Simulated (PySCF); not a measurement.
PySCF input file for B(Cl)(OMe)(SeH) (CH4BClOSe), SMILES COB(Cl)[SeH], PBE-D3(BJ)/def2-SVP. Geometry: PBE-D3(BJ)/def2-SVP. This is a generated structure with no PubChem entry under its InChIKey; it may be hypothetical. The values are those of a single conformer.

```python
import numpy as np
from pyscf import gto, scf, dft, df
from pyscf.hessian import thermo

mol = gto.M(
    atom='''
    B    -0.22400829   -0.60683231    0.00000000
    Cl    0.71386627   -2.11183756   -0.00000000
    O    -1.57199356   -0.71375802    0.00000000
    C    -2.43658939    0.41395725    0.00000000
    H    -2.27716062    1.04212479    0.90332568
    H    -3.48028451    0.04632548    0.00000000
    H    -2.27716062    1.04212479   -0.90332569
    Se    0.65285079    1.16019348    0.00000000
    H     2.01747866    0.58456734   -0.00000000
    ''',
    basis='def2-SVP',
    charge=0,
    spin=0,
    max_memory=1600,
    verbose=3,
)
mf = dft.RKS(mol, xc='pbe').density_fit(auxbasis='def2-universal-jkfit')
mf.disp = 'd3bj'
mf.grids.level = 3
mf.conv_tol = 1e-11
mf.max_cycle = 100
mf.kernel()

# analytic Hessian; the response equations are solved on a coarser grid
h, args, fine = mf.Hessian(), (mf.mo_energy, mf.mo_coeff, mf.mo_occ), mf.grids
h.max_memory = max(150, 2.5e-5 * df.make_auxmol(mol, mf.with_df.auxbasis).nao * mol.nelec[0] * (mol.nelec[0] + mol.nao))  # MB; small integral blocks
h1ao = h.make_h1(mf.mo_coeff, mf.mo_occ)
mf.grids = dft.Grids(mol).set(level=1).build(with_non0tab=True)
mo1, mo_e1 = h.solve_mo1(*args, h1ao)
mf.grids = fine
hess = h.hess_elec(*args, mo1, mo_e1, h1ao) + h.hess_nuc()
if mf.do_disp():
    hess += h.get_dispersion()
for i in range(mol.natm):  # the analytic DFT Hessian lacks the response of the grid: restore translational invariance
    hess[i, i] -= hess[i].sum(axis=0)
hess = (hess + hess.transpose(1, 0, 3, 2)) / 2
vib = thermo.harmonic_analysis(mol, hess, imaginary_freq=False)
thermo.dump_normal_mode(mol, vib)
th = thermo.thermo(mf, vib['freq_au'][vib['freq_au'] > 0], 298.15, 101325)
thermo.dump_thermo(mol, th)
g0 = mf.nuc_grad_method().set(verbose=0).kernel()

# dipole derivatives [dipole axis, atom, xyz] from the same response
r, irp = mol.intor('int1e_r'), mol.intor('int1e_irp').reshape(3, 3, mol.nao, mol.nao)
sl, dm0, ok = mol.aoslice_by_atom(), np.array(mf.make_rdm1()), []
dmu = np.einsum('a,xt->xat', mol.atom_charges(), np.eye(3))
for a, (_, _, p0, p1) in enumerate(sl):
    dmu[:, a] += 2 * np.einsum('xtij,ij->xt', irp[:, :, :, p0:p1], dm0.reshape(-1, mol.nao, mol.nao).sum(0)[:, p0:p1])
    for u, c, occ, f in [(mo1, mf.mo_coeff, mf.mo_occ, 4)]:
        dmu[:, a] -= f * np.einsum('tui,xuv,vi->xt', u[a], r, c[:, occ > 0], optimize=True)
L = vib['norm_mode']
ir = 974.8801 * (np.einsum('xat,kat->kx', dmu, L) ** 2).sum(1)       # km/mol
apt = np.einsum('xax->a', dmu) / 3
print('mode   freq/cm-1   IR/(km/mol)')
for k, w in enumerate(vib['freq_wavenumber']):
    print(f'{k + 1:4d} {w:11.2f} {ir[k]:13.3f}')
print('max |gradient| / (hartree/bohr):', abs(g0).max())
print('APT charges:', apt.round(4))
```

It prints:

```
converged SCF energy = -3001.19051920455

WARN: DFTD3 does not support analytical Hessian, using finite difference


WARN: Mole.unit (angstrom) is changed to Bohr

Mode                                 0                   1                   2
Irrep
Freq [cm^-1]                       80.0197            153.3949            156.4800
Reduced mass [au]                   1.0294              3.4198              3.9635
Force const [Dyne/A]                0.0039              0.0474              0.0572
Char temp [K]                     115.1305            220.7010            225.1399
Normal mode                   x     y     z       x     y     z       x     y     z
       0   B                -0.00 -0.00 -0.00   -0.00  0.00  0.07    0.03 -0.04  0.00
       1  Cl                 0.00  0.00  0.01   -0.00  0.00 -0.04    0.03 -0.04 -0.00
       2   O                -0.00 -0.00 -0.01   -0.00 -0.00  0.17    0.03  0.01  0.00
       3   C                -0.00  0.00  0.03   -0.00 -0.00 -0.12    0.16  0.12 -0.00
       4   H                -0.36 -0.33  0.32   -0.16  0.11 -0.17    0.23  0.10 -0.00
       5   H                -0.00  0.00 -0.52   -0.00 -0.00 -0.27    0.11  0.24 -0.00
       6   H                 0.36  0.33  0.32    0.16 -0.11 -0.17    0.23  0.10  0.00
       7  Se                 0.00 -0.00 -0.01    0.00  0.00  0.00   -0.05 -0.00  0.00
       8   H                -0.00 -0.00 -0.09    0.00 -0.00 -0.19   -0.01  0.09 -0.00
Mode                                 3                   4                   5
Irrep
Freq [cm^-1]                      206.0077            301.5381            366.8622
Reduced mass [au]                  13.1904              1.0936              5.3378
Force const [Dyne/A]                0.3298              0.0586              0.4233
Char temp [K]                     296.3992            433.8461            527.8330
Normal mode                   x     y     z       x     y     z       x     y     z
       0   B                 0.07 -0.01 -0.00    0.00 -0.00 -0.06   -0.05 -0.00 -0.00
       1  Cl                -0.06 -0.10  0.00   -0.00 -0.00  0.02   -0.05  0.05 -0.00
       2   O                 0.07 -0.02 -0.00   -0.00 -0.00 -0.03   -0.04 -0.16  0.00
       3   C                 0.01 -0.07  0.00    0.00 -0.00  0.00    0.11 -0.04 -0.00
       4   H                -0.02 -0.06 -0.00    0.04  0.01 -0.02    0.21 -0.07 -0.00
       5   H                 0.03 -0.12 -0.00    0.00  0.00  0.07    0.05  0.13 -0.00
       6   H                -0.02 -0.06  0.00   -0.04 -0.01 -0.02    0.21 -0.07  0.00
       7  Se                 0.00  0.06 -0.00    0.00  0.00  0.02    0.02  0.02 -0.00
       8   H                 0.04  0.14  0.00    0.00 -0.00 -0.95   -0.05 -0.14  0.00
Mode                                 6                   7                   8
Irrep
Freq [cm^-1]                      432.5233            474.0988            680.0021
Reduced mass [au]                  11.1048              8.7920              1.1253
Force const [Dyne/A]                1.2240              1.1643              0.3066
Char temp [K]                     622.3047            682.1226            978.3717
Normal mode                   x     y     z       x     y     z       x     y     z
       0   B                 0.10  0.06  0.00   -0.00 -0.00  0.27   -0.01 -0.06 -0.00
       1  Cl                -0.06  0.07 -0.00    0.00 -0.00 -0.02   -0.01  0.02  0.00
       2   O                 0.13  0.04 -0.00   -0.00 -0.00 -0.09   -0.04 -0.03  0.00
       3   C                 0.05 -0.05  0.00   -0.00 -0.00  0.00   -0.02  0.01 -0.00
       4   H                -0.01 -0.04 -0.00    0.04 -0.03  0.02    0.01  0.01 -0.00
       5   H                 0.09 -0.14 -0.00   -0.00  0.00  0.04   -0.03  0.05  0.00
       6   H                -0.01 -0.04  0.00   -0.04  0.03  0.02    0.01  0.01  0.00
       7  Se                -0.02 -0.04 -0.00    0.00  0.00 -0.01    0.01 -0.01  0.00
       8   H                 0.04  0.10 -0.00    0.00  0.00 -0.15    0.37  0.86  0.00
Mode                                 9                  10                  11
Irrep
Freq [cm^-1]                      936.6072           1018.8877           1128.4247
Reduced mass [au]                   7.9411              6.7101              1.2892
Force const [Dyne/A]                4.1044              4.1042              0.9672
Char temp [K]                    1347.5692           1465.9526           1623.5519
Normal mode                   x     y     z       x     y     z       x     y     z
       0   B                -0.01 -0.27  0.00   -0.13  0.05 -0.00    0.00 -0.00  0.00
       1  Cl                -0.02  0.04 -0.00    0.01 -0.02  0.00   -0.00  0.00 -0.00
       2   O                 0.02  0.07 -0.00   -0.05  0.12  0.00    0.00  0.00  0.05
       3   C                 0.02 -0.02 -0.00    0.11 -0.14  0.00   -0.00 -0.00 -0.13
       4   H                -0.04 -0.01  0.00    0.11 -0.11 -0.01    0.28 -0.48  0.16
       5   H                 0.06 -0.13  0.00    0.08 -0.06 -0.00   -0.00  0.00  0.31
       6   H                -0.04 -0.01 -0.00    0.11 -0.11  0.01   -0.28  0.48  0.16
       7  Se                 0.00  0.01 -0.00    0.00 -0.00  0.00    0.00 -0.00  0.00
       8   H                -0.06 -0.14  0.00    0.05  0.12 -0.00    0.00 -0.00  0.00
Mode                                12                  13                  14
Irrep
Freq [cm^-1]                     1149.9821           1326.9467           1416.1799
Reduced mass [au]                   1.3568              3.4044              1.0435
Force const [Dyne/A]                1.0572              3.5319              1.2331
Char temp [K]                    1654.5683           1909.1808           2037.5676
Normal mode                   x     y     z       x     y     z       x     y     z
       0   B                -0.06  0.03  0.00    0.18  0.00 -0.00   -0.01  0.00 -0.00
       1  Cl                 0.00 -0.01  0.00   -0.00  0.00  0.00    0.00 -0.00  0.00
       2   O                -0.02 -0.04  0.00   -0.13  0.02  0.00   -0.00 -0.01 -0.00
       3   C                 0.10  0.08 -0.00    0.08 -0.07 -0.00   -0.02 -0.05 -0.00
       4   H                -0.37  0.06  0.10   -0.28  0.10 -0.04    0.13  0.52 -0.40
       5   H                 0.33 -0.55  0.00   -0.04  0.23  0.00    0.07 -0.25  0.00
       6   H                -0.37  0.06 -0.10   -0.28  0.10  0.04    0.13  0.52  0.40
       7  Se                 0.00 -0.00 -0.00   -0.00 -0.00 -0.00    0.00  0.00 -0.00
       8   H                 0.01  0.04 -0.00   -0.01 -0.05  0.00   -0.00  0.00  0.00
Mode                                15                  16                  17
Irrep
Freq [cm^-1]                     1421.2332           1446.7110           2385.3847
Reduced mass [au]                   1.0368              1.4768              1.0205
Force const [Dyne/A]                1.2339              1.8212              3.4212
Char temp [K]                    2044.8382           2081.4950           3432.0375
Normal mode                   x     y     z       x     y     z       x     y     z
       0   B                 0.00 -0.00 -0.00    0.12  0.01 -0.00    0.00 -0.00 -0.00
       1  Cl                -0.00  0.00  0.00   -0.00  0.00 -0.00   -0.00 -0.00  0.00
       2   O                 0.00  0.00 -0.01   -0.10  0.02 -0.00   -0.00  0.00  0.00
       3   C                 0.00  0.00 -0.05   -0.04  0.04  0.00    0.00  0.00  0.00
       4   H                -0.49  0.02  0.05    0.36 -0.16  0.06   -0.00 -0.00 -0.00
       5   H                -0.00  0.00  0.69    0.17 -0.55  0.00    0.00  0.00 -0.00
       6   H                 0.49 -0.02  0.05    0.36 -0.16 -0.06   -0.00 -0.00  0.00
       7  Se                -0.00  0.00 -0.00   -0.00 -0.00 -0.00    0.01 -0.00  0.00
       8   H                -0.00 -0.00  0.01   -0.01 -0.03  0.00   -0.91  0.38 -0.00
Mode                                18                  19                  20
Irrep
Freq [cm^-1]                     2946.3287           3029.0366           3078.6734
Reduced mass [au]                   1.0341              1.1069              1.1036
Force const [Dyne/A]                5.2891              5.9839              6.1631
Char temp [K]                    4239.1110           4358.1092           4429.5255
Normal mode                   x     y     z       x     y     z       x     y     z
       0   B                -0.00 -0.00 -0.00   -0.00  0.00  0.00    0.00 -0.00 -0.00
       1  Cl                 0.00 -0.00 -0.00   -0.00 -0.00 -0.00   -0.00  0.00  0.00
       2   O                 0.00 -0.00 -0.00    0.00 -0.00  0.00    0.00  0.00  0.00
       3   C                 0.01 -0.05  0.00    0.00  0.00 -0.09   -0.08 -0.05 -0.00
       4   H                 0.10  0.35  0.53    0.11  0.37  0.54    0.03  0.13  0.21
       5   H                -0.35 -0.13  0.00   -0.00 -0.00 -0.02    0.83  0.31 -0.00
       6   H                 0.10  0.35 -0.53   -0.11 -0.37  0.54    0.03  0.13 -0.21
       7  Se                 0.00  0.00  0.00    0.00 -0.00 -0.00    0.00  0.00 -0.00
       8   H                -0.00  0.00 -0.00   -0.00  0.00  0.00   -0.00  0.00  0.00
temperature 298.1500 [K]
pressure 101325.00 [Pa]
Rotational constants [GHz] 2.66907 1.78301 1.07643
Symmetry number 1
Zero-point energy (ZPE) 0.05498 [Eh]   144361.287 [J/mol]
                           tot       elec      trans        rot        vib
Entropy [J/mol/K]       358.082      0.000    171.827    119.371     66.884
Cv [J/mol/K]             92.335      0.000     12.472     12.472     67.392
Cp [J/mol/K]            100.650      0.000     20.786     12.472     67.392
Internal energy [J/mol]                      3718.434   3718.434 155267.156
Internal energy [Eh]   -3001.12855  -3001.19052
Enthalpy [J/mol]                             6197.391   3718.434 155267.156
Enthalpy [Eh]          -3001.12760
Gibbs free energy [J/mol]                  -45032.954 -31871.907 135325.823
Gibbs free energy [Eh] -3001.16827
mode   freq/cm-1   IR/(km/mol)
   1       80.02         0.043
   2      153.39         5.413
   3      156.48         2.411
   4      206.01         0.279
   5      301.54         7.011
   6      366.86         4.259
   7      432.52         6.090
   8      474.10         3.579
   9      680.00        12.562
  10      936.61       307.082
  11     1018.89         3.114
  12     1128.42         0.107
  13     1149.98         8.636
  14     1326.95       391.465
  15     1416.18        15.118
  16     1421.23        10.969
  17     1446.71       101.514
  18     2385.38         4.991
  19     2946.33        31.719
  20     3029.04        17.568
  21     3078.67        14.379
max |gradient| / (hartree/bohr): 7.370809664314609e-05
APT charges: [ 1.1642 -0.4641 -0.9102  0.4602 -0.0153  0.0028 -0.0153 -0.2431  0.0208]
```

The run converged.
